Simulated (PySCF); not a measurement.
Br2ClGeH. Atoms are numbered in the order given.

```xyz
5

Ge     0.5160    -0.3907     0.0000
Cl    -0.4099    -2.3402     0.0000
Br    -0.1655     0.7548    -1.8830
Br    -0.1655     0.7548     1.8830
H      2.0403    -0.5461     0.0000
```
Charge 0, spin multiplicity 1.

Geometry optimised at B3LYP-D3(BJ)/def2-SVP.

The numbers are results of TDDFT-M06-2X/def2-SVPD (PySCF), not measurements.

Vertical excitations. The molecule is in vacuum. State labels are in the subgroup Cs.

```csv
state,symmetry,energy (eV),λ (nm),f,main pairs
S1,A",5.71,217,0.009,HOMO→LUMO 90 %
S2,A",5.90,210,0.013,HOMO−1→LUMO 86 %
S3,A',5.96,208,0.020,HOMO−2→LUMO 91 %
S4,A',6.16,201,0.031,HOMO−3→LUMO 85 %
S5,A',6.70,185,0.018,HOMO−4→LUMO 79 %
S6,A",6.82,182,0.061,HOMO−5→LUMO 81 %
S7,A',7.47,166,0.003,HOMO→LUMO+1 76 %
S8,A",7.50,165,0.002,HOMO→LUMO+2 81 %
S9,A",7.57,164,0.010,"HOMO−2→LUMO+1 50 %, HOMO−1→LUMO+2 37 %"
S10,A',7.60,163,0.016,"HOMO−1→LUMO+1 62 %, HOMO−2→LUMO+2 20 %"
T1,A",5.34,232,0,HOMO→LUMO 91 %
T2,A",5.52,225,0,HOMO−1→LUMO 89 %
T3,A',5.53,224,0,HOMO−2→LUMO 89 %
T4,A',5.72,217,0,HOMO−3→LUMO 85 %
```
Triplets are in the Tamm–Dancoff approximation, which puts them higher than full response would, so one can lie above its singlet here.
